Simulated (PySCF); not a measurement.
SMILES C#C[SiH2]C(C)(C)C (GFN2-xTB optimised geometry):

```
19

C      2.417     1.346     2.526
C      2.074     0.770     1.528
Si     1.514    -0.111     0.000
C     -0.406    -0.111     0.000
C     -0.932     1.325     0.000
C     -0.928    -0.830    -1.245
C     -0.932    -0.829     1.244
H      2.722     1.848     3.399
H      2.023    -1.488     0.037
H      2.022     0.610    -1.174
H     -0.594     1.864    -0.883
H     -0.584     1.863     0.880
H     -2.022     1.333     0.004
H     -0.586    -1.864    -1.270
H     -2.018    -0.836    -1.254
H     -0.586    -0.336    -2.152
H     -0.595    -1.864     1.269
H     -2.023    -0.828     1.253
H     -0.584    -0.336     2.150
```

Method: PySCF with B3LYP/def2-SVP.

### Question
What are the frontier orbital energies and the dipole moment?

### Answer
HOMO-2 -8.29 eV, HOMO-1 -7.82 eV, HOMO -7.46 eV, LUMO 0.07 eV, LUMO+1 0.27 eV; dipole moment 0.56 D.

Meta-Löwdin charges at B3LYP/def2-SVP: C1 -0.15, C2 -0.27, Si3 0.65, C4 -0.13, C5 -0.28, C6 -0.28, C7 -0.28, H8 0.15, H9 -0.11, H10 -0.11, H11 0.09, H12 0.09, H13 0.09, H14 0.09, H15 0.09, H16 0.09, H17 0.09, H18 0.09, H19 0.09.
